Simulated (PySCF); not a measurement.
# Correlation energy of C²⁺ (carbon, charge +2)

[He] 2s2, closed-shell 1S. All numbers are calculated (PySCF 2.14, the non-relativistic Hamiltonian (point nucleus), in 6-31G*). Frozen: 1s2; 2 electrons correlated.

Total MP2 correlation energy: -40.44 mhartree.

Same-spin part 0.00 and opposite-spin part -40.44 mhartree; SCS-MP2 scales them by 1/3 and 6/5 to -48.53 mhartree.

With two correlated electrons CCSD is exact within the correlated space (frozen core and kept virtual orbitals).

| level | correlation energy (mhartree) |
| --- | --- |
| CCSD | -72.12 |

Diagnostics: T1 = 0.0087, D1 = 0.0124, largest double amplitude 0.157.

A double-excitation amplitude exceeds 0.15, a sign of near-degeneracy.

Cost of the coupled-cluster step: 0.03 s of wall time on 1 thread of Neoverse-V2 (shared host), for 2 correlated electrons.
